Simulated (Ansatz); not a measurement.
A nudged elastic band was laid between two geometries of CH5FSi2 (9 atoms, charge 0, multiplicity 1).

Level of theory: RKS PBE/cc-pVDZ in Ansatz.

```
movable images  : 7
climbing image  : yes
spring          : 5.0 eV/Å²
optimiser       : quadratic models (default)
start path      : IDPP
force threshold : 0.05 eV/Å
iteration limit : 60
end points      : relaxed
```

Initial state:

```xyz
9
Properties=species:S:1:pos:R:3
F 1.553 -0.341 -2.047
Si 1.148 0.867 -0.993
C 0.020 0.667 0.285
Si -0.927 -0.883 0.716
H 1.929 2.086 -1.373
H -0.129 1.581 0.890
H -2.420 -0.660 0.616
H -0.539 -1.993 -0.227
H -0.636 -1.324 2.134
```

Final state:

```xyz
9
Properties=species:S:1:pos:R:3
F 2.011 2.009 -1.523
Si 1.117 0.709 -1.022
C 0.018 0.732 0.296
Si -0.917 -0.822 0.734
H 1.438 -0.452 -1.906
H -0.129 1.660 0.873
H -2.414 -0.632 0.628
H -0.508 -1.919 -0.224
H -0.617 -1.285 2.143
```

Which bonds break or form, and what moves?

No bond is made or broken. The dihedral F1–Si2–C3–Si4 goes from 0 to 180°.

Give the energies along the band, and the barrier.

The run converged. The highest image is number 4 of 0 to 8, 0.84 eV above the first end and 0.88 eV above the last; the last end lies 0.04 eV below the first. A vibrational analysis at the climbing image gives one clearly imaginary mode, 293i cm⁻¹: a first-order saddle point.

```json
{"image": "0", "path coordinate (Å)": "0.00", "energy (eV)": "0.00", "dihedral F1–Si2–C3–Si4 (°)": "0"}
{"image": "1", "path coordinate (Å)": "0.65", "energy (eV)": "0.06", "dihedral F1–Si2–C3–Si4 (°)": "16"}
{"image": "2", "path coordinate (Å)": "1.31", "energy (eV)": "0.27", "dihedral F1–Si2–C3–Si4 (°)": "34"}
{"image": "3", "path coordinate (Å)": "1.96", "energy (eV)": "0.61", "dihedral F1–Si2–C3–Si4 (°)": "53"}
{"image": "4", "path coordinate (Å)": "2.61", "energy (eV)": "0.84", "dihedral F1–Si2–C3–Si4 (°)": "76"}
{"image": "5", "path coordinate (Å)": "3.56", "energy (eV)": "0.72", "dihedral F1–Si2–C3–Si4 (°)": "108"}
{"image": "6", "path coordinate (Å)": "4.50", "energy (eV)": "0.55", "dihedral F1–Si2–C3–Si4 (°)": "128"}
{"image": "7", "path coordinate (Å)": "5.44", "energy (eV)": "0.12", "dihedral F1–Si2–C3–Si4 (°)": "152"}
{"image": "8", "path coordinate (Å)": "6.39", "energy (eV)": "-0.04", "dihedral F1–Si2–C3–Si4 (°)": "180"}
```

What is the geometry of the highest image?


```xyz
9
Properties=species:S:1:pos:R:3
F 0.514 -0.067 -2.364
Si 0.799 0.595 -0.862
C -0.399 1.060 0.303
Si -0.716 -0.677 0.771
H 2.264 0.934 -0.980
H -0.619 2.001 0.817
H -2.023 -1.396 0.487
H 0.353 -1.254 -0.260
H -0.173 -1.195 2.087
```

What are the harmonic wavenumbers there?

293i, 173, 235, 323, 420, 500, 603, 646, 759, 788, 800, 820, 888, 943, 1005, 1057, 1808, 2085, 2108, 2145, 3202 cm⁻¹.

Time of the run: 6.4 min on 1 thread of Arm Neoverse V1, with other jobs on the host, peak memory 0.27 GiB.
